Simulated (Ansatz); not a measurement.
Mulliken charges of Cl2FH3OSi2 (`O[SiH2][Si](F)(Cl)Cl`) from PBE/def2-TZVPP in Ansatz (PBE0-D4/def2-TZVP geometry).

| atom | x (Å) | y (Å) | z (Å) | charge (e) |
| --- | --- | --- | --- | --- |
| O1 | 1.313 | -0.918 | 1.193 | -0.342 |
| Si2 | 0.208 | -0.955 | -0.025 | 0.288 |
| Si3 | -0.481 | 1.253 | -0.356 | 0.599 |
| F4 | 0.707 | 2.190 | -0.839 | -0.243 |
| Cl5 | -1.901 | 1.279 | -1.823 | -0.185 |
| Cl6 | -1.255 | 2.086 | 1.333 | -0.179 |
| H7 | 1.712 | -1.741 | 1.481 | 0.189 |
| H8 | 0.779 | -1.475 | -1.298 | -0.064 |
| H9 | -0.993 | -1.764 | 0.315 | -0.063 |

Question: By hand: the dipole of these point charges (1 e Å = 4.8032 D).

Answer: Σ q r = (0.064, -0.476, 0.017) e Å, of length 0.481 e Å = 2.31 D.

Question: How does the dipole of the full density compare? (An estimate is asked.)

Answer: The calculation gave: (0.140, -0.571, 0.114) e Å, 2.88 D; the point charges give 0.80 times that, at 11° from its direction.

Point charges leave out the atoms' own dipoles, such as those of lone pairs, and Mulliken's split depends on the basis, so the two needn't agree.
